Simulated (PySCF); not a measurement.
**How methods differ on the ionisation energy of Ge¹⁷⁺**

Ge¹⁷⁺ [Ne] 3s2 3p3 [3p1/2^2 3p3/2^1, M_J = 3/2] → Ge¹⁸⁺ [Ne] 3s2 3p2 [3p1/2^2, M_J = 0], as a difference of total energies. All numbers are calculated (PySCF 2.14, the two-component X2C-1e Hamiltonian, in an even-tempered Gaussian basis (19 s from 1.7 bohr⁻², ratio 2.4; 13 p from 2.2 bohr⁻², ratio 2.4; 5 d from 9.5 bohr⁻², ratio 2.6; 4 f from 14 bohr⁻², ratio 2.6)). Correlated levels: 1s2 frozen; the 50 highest virtual spinors dropped. "Screened" scales the spin-orbit matrix elements by Boettger's factors to mimic the two-electron term; Breit and QED terms are absent.

```
          method  ionisation energy (eV)
 GHF (spin-free)                  660.45
GMP2 (spin-free)                  660.89
```

Q: How much does correlation contribute at GMP2 (spin-free)?

A: 660.89 − (660.45) = 0.44 eV, measured against GHF (spin-free).

Breit and QED terms and the two-electron picture change are absent.

The spin-free rows relax to the high-spin LS determinant and lack the spin-orbit shift.

The labels give the starting determinants; with spin-orbit coupling the two ends relaxed to ⟨J²⟩ = 0.56, ⟨L²⟩ = 1.67, ⟨S²⟩ = 1.66.

The determinant of Ge¹⁷⁺ and of Ge¹⁸⁺ mixes levels of different J (the jj label is only the starting occupation), so the difference between spin-free and spin-orbit rows is not the physical spin-orbit shift.

For comparison: 662.8 ± 1.9 eV (semi-empirical (NIST evaluation); NIST Atomic Spectra Database, ionization energies).
